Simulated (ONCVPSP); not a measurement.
barium (Ba): excitation energies, all-electron against ONCV

```
Element                 : barium (Ba)
Generator               : ONCVPSP 4.0.1
Type                    : optimised norm-conserving Vanderbilt (ONCV)
Functional              : PW91
Relativity              : fully relativistic
Frozen core             : [Kr] 4d10
Valence charge          : 10
Reference configuration : 5s2 5p6 6s2
Partial waves           : 5s+6s: rc 2.80 bohr, ncon 4, nbas 8, qcut 4 1/bohr, 2 projectors; 5p: rc 2.65 bohr, ncon 4, nbas 7, qcut 6.1 1/bohr, 2 projectors, debl 0.4 Ha; d scattering state at 0.03 Ha: rc 2.50 bohr, ncon 4, nbas 8, qcut 2.4 1/bohr, 2 projectors, debl 3.6 Ha
Local potential         : polynomial inside 2.35 bohr (lpopt 5, dvloc0 4 Ha)
Core correction         : Teter function fitted to the true core (icmod 2), fcfact 0.7
```

Open shells are filled in proportion to 2j + 1.

In the p channel the program set the typed energies aside and used -0.666, 0.250 Ha (j = l + 1/2; the other j can differ). In the d channel the program set the typed energies aside and used 0.050, 3.650 Ha (j = l + 1/2; the other j can differ).

Energies are relative to the spin-unpolarised reference configuration 5s2 5p6 6s2; without spin polarisation the order of configurations can differ from experiment.

```
valence configuration  charge  ΔE all-electron (eV)  error AE − PS (meV)
          5s2 5p6 6s1      +1                 5.392                 -0.4
        5s2 5p6 6s1.5    +0.5                 2.152                 -0.1
```

**Question.** What are ΔE and the potential's error for 5s2 5p6 5d0.5 6s1.5?

**Answer.** ΔE = 0.639 eV all-electron; the error (AE − PS) is -1.3 meV.

**Question.** What are ΔE and the potential's error for 5s2 5p6 6s0?

**Answer.** ΔE = 15.410 eV all-electron; the error (AE − PS) is -3.5 meV.
